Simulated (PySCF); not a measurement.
Si(H)(Et)(OH)2, SMILES CC[SiH](O)O (C₂H₈O₂Si) (CAM-B3LYP/def2-SVP optimised geometry):

```
13

Si    -0.746     0.424     0.000
O      0.916     0.424     0.000
O     -1.386     1.955     0.000
C     -1.286    -0.376     1.585
C     -0.718    -1.779     1.811
H     -1.207    -0.296    -1.227
H      1.386     0.494    -0.836
H     -1.344     2.479    -0.805
H     -0.980     0.302     2.401
H     -2.388    -0.387     1.606
H     -1.039    -2.199     2.776
H      0.382    -1.764     1.799
H     -1.044    -2.479     1.025
```

Computed with CAM-B3LYP/def2-TZVP (PySCF 2.14.0).

Q: What are the frontier orbital energies and the dipole moment?

A: HOMO-2 -10.57 eV, HOMO-1 -10.49 eV, HOMO -9.68 eV, LUMO 1.33 eV, LUMO+1 1.94 eV; dipole moment 1.99 D.

Meta-Löwdin charges at CAM-B3LYP/def2-TZVP: Si1 1.21, O2 -0.77, O3 -0.76, C4 -0.46, C5 -0.32, H6 -0.17, H7 0.35, H8 0.35, H9 0.12, H10 0.12, H11 0.11, H12 0.11, H13 0.10.
